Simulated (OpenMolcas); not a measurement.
Ag3+ with 6 ligands (fluoride) in octahedral coordination (Oh). A charge of +0.5 e stands 2.6 Å behind each ligand. Ligand basis ANO-RCC-VDZP.

```json
{
 "Program": "OpenMolcas",
 "Method": "SS-CASPT2, IPEA 0.25 Eh, imaginary shift 0.1 Eh (closed shells correlated: 4s 4p and the ligand valence shells)",
 "Basis": "ANO-RCC-VDZP [6s5p3d1f]",
 "Scalar Hamiltonian": "DKH2, point nucleus",
 "Active space": "8 electrons in 5 orbitals (4d)",
 "State averaging": "2S+1 = 3 even, 10 roots; 2S+1 = 1 even, 15 roots",
 "Spin-orbit coupling": "state interaction with AMFI integrals over the reference wave functions"
}
```

All ligands move together. At R = 2.02 Å the first state of the same spin is 22190 cm-1, and at R = 2.14 Å it is 18900 cm-1.

A third run gives 20900 cm-1. What distance was it run at?

With a power law R^-n the two known points give n = -ln(18900 / 22190) / ln(2.14 / 2.02) = 2.78. Then R = 2.02 × (22190 / 20900)^(1/2.78) = 2.064 Å. The run was at 2.06 Å, so the estimate is off by +0.004 Å.

Roots that are degenerate in the reference are averaged as groups; the widest CASPT2 spread within a group is 5200 cm-1 (the 3-fold group of multiplicity 1 near 21600 cm-1 above the lowest state of its run, R = 2.14). Shifts and gaps below about the spread of the groups concerned are not significant. Over all roots computed the reference weight is 0.65 to 0.70 in R = 2.02, 0.65 to 0.70 in R = 2.06, 0.62 to 0.69 in R = 2.14; the roots of lowest weight are the least certain, and an intruder state may touch them. Real 4d8 and 5d8 ions are as a rule square planar and diamagnetic. The least metal-like active orbital is 75 % on the metal (Löwdin) and no ligand orbital is active, so the numbers are rough. Ligand-to-metal charge-transfer states are missing. With no ligand orbital active B as a rule stays too high, so bands that hang on it stand too high and its fall with covalency is understated. With one d shell and no ligand orbital active, 10Dq can be off by a tenth or more. These CASPT2 states fit no ligand-field parameters well, so their order and spin gaps are uncertain (holds for R = 2.14). No measured value stands beside these numbers; the geometry is a model, was not optimised and need not be the one that this ion takes.
